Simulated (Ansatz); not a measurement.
Species: sum formula ZnO2H2, charge 0, multiplicity 1. SMILES: [OH][Zn][OH]
Coordinates optimised at B3LYP-D3(BJ)/def2-TZVP (Ansatz, a quantum-chemistry and plane-wave program):
```xyz
5

Zn    -0.0001     0.0083     0.0015
O      1.1532     0.1724    -1.3393
H      1.8905     0.7656    -1.1673
O     -1.1515    -0.3325     1.3103
H     -1.9018     0.2678     1.3544
```
Charge 0, spin multiplicity 1.

Quantity: atomisation energy (electronic, to ground-state atoms), in kJ/mol. Correlated levels leave the core frozen unless marked. Open shells are spin-unrestricted. Spin-orbit coupling is left out. Frozen are the shells of the preceding noble gas and the d and f shells that filled before the atom's block. Non-relativistic. The coupled-cluster limit lacks core correlation, which all-electron functionals hold. CBS marks a two-point X^-3 extrapolation of the correlation energy; Hartree-Fock from the larger set. [CCSD(T)-MP2]/basis is that difference in the basis named.

| level | program | atomisation energy (kJ/mol) |
|---|---|---|
| BLYP-D4/def2-TZVPD | Ansatz + dftd4 | 1486.2 |
| revPBE-D3(BJ)/def2-TZVPD | Ansatz + dftd3 | 1465.2 |
| revPBE/def2-TZVPD | Ansatz | 1452.5 |
| r2SCAN-D4/def2-TZVPD | Ansatz + dftd4 | 1507.0 |
| PBE0/def2-SVP | Ansatz | 1438.1 |
| PBE0-D3(BJ)/def2-TZVPD | Ansatz + dftd3 | 1465.2 |
| r2SCANh/def2-TZVPD | Ansatz | 1480.5 |

Task: What does RI-MP2/CBS(def2-TZVPPD,def2-QZVPPD)+[CCSD(T)-MP2]/def2-TZVPPD (Ansatz) give?

Result: 1515.2 kJ/mol, so r2SCANh/def2-TZVPD differs from it by -34.7 kJ/mol.
